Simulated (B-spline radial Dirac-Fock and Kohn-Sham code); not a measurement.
## Photoelectron lines of Ga at 7890 eV

System: the free gallium atom, [Ar] 3d10 4s2 4p1.

Method: a relativistic central-field model (Hartree-Slater potential of the initial state, Latter tail, multipole expansion of the photon field, Dirac-Fock thresholds). Computed with a radial B-spline solver. The asymmetry parameter β is from the dipole term alone. Kinetic energies are from the vacuum level. Open shells are spread statistically over j, without multiplet splitting.

The last column is dσ/dΩ = σ/(4π) · [1 + β P₂(cos θ)] at θ = 90° from the polarisation vector of linearly polarised light.

```
subshell  electrons  binding (eV)  kinetic (eV)    σ (kb)     β  dσ/dΩ (kb/sr)
      2s          2        1313.7        6576.3         ?     ?              ?
   2p1/2          2        1152.1        6737.9      1.14  1.04         0.0437
   2p3/2          4        1125.0        6765.0      2.09  1.04         0.0795
      3s          2         171.0        7719.0     0.473  2.00            ≈ 0
   3p1/2          2         117.8        7772.2     0.149  0.97        0.00609
   3p3/2          4         114.2        7775.8     0.272  0.98         0.0111
   3d3/2          4         25.25        7864.8   0.00975  0.44       0.000605
   3d5/2          6         24.82        7865.2    0.0139  0.44       0.000860
      4s          2         11.16        7878.8    0.0345  2.00            ≈ 0
   4p1/2       0.33          5.51        7884.5  0.000750  0.97       3.08e-05
   4p3/2       0.67          5.41        7884.6   0.00133  0.97       5.44e-05
```

Problem. What are σ and β for 2s?

Solution. σ = 3.18 kb, the largest of all subshells and 43 % of the total, and β = 2.00, which gives dσ/dΩ = 0.000156 kb/sr.

Run: 2.2 s of CPU time on 1 thread of AMD EPYC 9R45 96-Core Processor (shared host), peak memory 0.38 GiB.
